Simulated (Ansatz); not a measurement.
Basis-set extrapolation for C3H10BN, SMILES `CCBNC` (PBE0-D4/def2-TZVP geometry, frozen core, the Gaussian-basis code of Ansatz). Multiplicity 1, RHF reference.

```tsv
	def2-TZVPP	def2-QZVPP
HF	-198.677077	-198.686809
MP2 correlation	-0.847448	-0.901789
CCSD(T) correlation	-0.936584	not run
```

Energies in hartree. Use E(X) = E(∞) + A·exp(−7.88·√X) for Hartree–Fock and E(X) = E(∞) + B·X^(−2.97) for correlation, with X = 3 and 4, and add CCSD(T) minus MP2 of the smaller set to the MP2 limit.

What is the CCSD(T) energy at the basis-set limit?

HF limit: -198.686809 + (-0.009732) × 0.13774 = -198.68815. MP2 limit: -0.901789 + (-0.054341) × 0.74074 = -0.94204. Higher-order term: -0.936584 − (-0.847448) = -0.08914. Total: -199.71933 hartree, 66.3 kcal/mol below CCSD(T)/def2-TZVPP.
